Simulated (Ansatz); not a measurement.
The cluster Ba3Se2. The state is a singlet with charge 0. Geometry PBE0-D4/def2-SVP.

```xyz
5

Ba   -1.331    1.751    0.313
Ba   -0.039   -2.059   -0.831
Ba    3.033    0.877    0.487
Se   -2.201   -0.266   -1.600
Se    0.538   -0.303    1.631
```

In the def2 sets Ba takes a core potential; there is no spin–orbit coupling. LC-ωPBE has ω = 0.4 bohr⁻¹. The restricted singlet is unstable towards broken spin symmetry in Hartree–Fock (as tested in another run); at PBE-D4/def2-TZVP, BLYP-D4/def2-TZVP, r2SCAN-D4/def2-TZVP, PBE0-D4/def2-TZVP and others this wasn't settled. Another isomer (singlet) lies 0.45 eV lower at PBE0-D4/def2-TZVP; other spin states weren't run for this one.

Estimate the orbital energies around the gap (eV) in Ansatz with PBE-D4/def2-TZVP, BLYP-D4/def2-TZVP, r2SCAN-D4/def2-TZVP, PBE0-D4/def2-TZVP, LC-ωPBE/def2-TZVP.


```
orbital  PBE-D4/def2-TZVP  BLYP-D4/def2-TZVP  r2SCAN-D4/def2-TZVP  PBE0-D4/def2-TZVP  LC-ωPBE/def2-TZVP
 HOMO−5             -5.14              -4.91                -5.31              -6.09              -8.48
 HOMO−4             -5.04              -4.81                -5.21              -5.97              -8.33
 HOMO−3             -4.45              -4.23                -4.62              -5.39              -7.73
 HOMO−2             -4.31              -4.10                -4.47              -5.21              -7.49
 HOMO−1             -4.17              -3.98                -4.35              -5.06              -7.34
   HOMO             -2.79              -2.67                -2.74              -3.15              -4.31
   LUMO             -1.95              -1.86                -1.80              -1.50              -0.38
 LUMO+1             -1.71              -1.66                -1.49              -1.26              -0.12
 LUMO+2             -1.54              -1.41                -1.33              -0.93               0.30
 LUMO+3             -1.38              -1.29                -1.14              -0.76               0.34
 LUMO+4             -1.25              -1.13                -1.00              -0.69               0.65
 LUMO+5             -1.13              -1.04                -0.85              -0.68               0.69
```
